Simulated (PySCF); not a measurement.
Al(H)(Br)(OH) (AlBrH2O), SMILES [OH][AlH][Br].

The structure is a stationary point at r2SCAN-D4/def2-TZVP. One conformer was computed; it need not be the lowest.

Method: PBE/def2-TZVPD (PySCF).

Isolated molecule, no solvent.

```
Item                                                                                                           Result
---------------------------------------------------------------------------------------------  ----------------------
total energy                                                                                      -2892.56880 hartree
point group                                                                                                        Cs
highest occupied level                                                                                       -7.33 eV
lowest empty level                                                                                           -1.72 eV
orbital gap                                                                                                   5.61 eV
dipole moment                                                                                                  0.68 D
quadrupole, principal values (traceless, Buckingham form, about the centre of nuclear charge)   -6.85, 3.41, 3.45 D·Å
mean static polarisability                                                                       54.9 bohr³ (8.13 Å³)
polarisability, principal values                                                               45.8, 52.8, 66.0 bohr³
```
